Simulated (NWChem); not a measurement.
SiNH₃, singlet; SMILES N[SiH]

Results from NWChem. Low-valent species are run as closed-shell singlets; no triplet was tried in these runs. The level has its own optimisation; frequencies are unscaled.

Q: What does the run give for PBE0/def2-SVP? Quantities: r H–Si (Å); r N–Si (Å); r H–N (Å); highest harmonic frequency (cm⁻¹); lowest (cm⁻¹); zero-point energy (kcal/mol); dipole (D).

A: 
```yaml
r H–Si (Å): 1.539
r N–Si (Å): 1.718
r H–N (Å): 1.015
highest harmonic frequency (cm⁻¹): 3691
lowest (cm⁻¹): 597
zero-point energy (kcal/mol): 21.0
dipole (D): 2.33
```
